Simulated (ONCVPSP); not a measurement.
Before and after: ONCV potential for Al (Z = 13)

ONCVPSP 4.0.1 input, shortened (lines: element, Z, core and valence counts, functional; n l f; lmax; l rc ep ncon nbas qcut; lloc lpopt rc5 dvloc0; l nproj debl; icmod fcfact rcfact), PBE, scalar-relativistic:

```
  Al 13.00    3    2        4      upf
    1    0    2.00
    2    0    2.00
    2    1    6.00
    3    0    2.00
    3    1    1.00
    2
    0    1.70    0.00    4    8    3.40
    1    2.10    0.00    4    9    3.50
    2    2.20    0.03    5    9    4.10
    4    5    1.60    0.00
    0    2    1.20
    1    2    2.70
    2    3    3.10
    0    0.00    0.00
```

Change: core correction Teter function, fcfact 3.75, rcfact 1.8.

Cutoffs: the cutoffs (Ha) at which the residual kinetic energy of the hardest occupied pseudo-wave falls to 1 and 0.1 mHa per electron; they do not see the model core or the augmentation charge, which bear on the density cutoff. Errors are all-electron minus pseudo energies relative to the spin-unpolarised reference configuration.

Problem. How do hardness, ghosts and transferability respond?

Solution. The potential gets neither clearly harder nor softer (5.5 Ha and 12 Ha → 5.5 Ha and 12 Ha); of the 4 tests that both files solve, the error grows in 4 and shrinks in 0 by more than 15 % and 0.3 meV (median size 10.1 → 28.4 meV); neither file shows a bound ghost. A model core, the more so a compact one, raises the density cutoff, which this test does not measure.

| quantity | base | changed |
| --- | --- | --- |
| cutoff, loose | 5.5 Ha | 5.5 Ha |
| cutoff, tight | 12 Ha | 12 Ha |
| bound ghosts | none | none |
| GHOST(+) flags under 300 eV | s at 72.5 eV | s at 72.5 eV |
| error for 3s2 3p0, meV [ΔE 5.76 eV] | -3.9 | -17 |
| error for 3s1 3p0, meV [ΔE 24.99 eV] | +16 | -172 |
| error for 3s2 3p0.5, meV [ΔE 2.09 eV] | -0.7 | -2.3 |
| error for 3s0 3p3, meV [ΔE 10.45 eV] | +27 | -39 |
| s: phases at 1.73 bohr within 0.05 rad from the reference energy up to (Ha; the scan ends near 5) | 2.4 | 2.4 |
| p: phases at 2.13 bohr within 0.05 rad from the reference energy up to (Ha; the scan ends near 5) | 3.3 | 3.3 |
| d: phases at 2.24 bohr within 0.05 rad from the reference energy up to (Ha; the scan ends near 5) | to the end of the scan | to the end of the scan |

Base: The cutoffs count occupied waves only; projector 2 of the d channel, the hardest unoccupied one, needs 62 Ha at the loose tolerance. Changed file: The cutoffs count occupied waves only; projector 2 of the d channel, the hardest unoccupied one, needs 62 Ha at the loose tolerance.
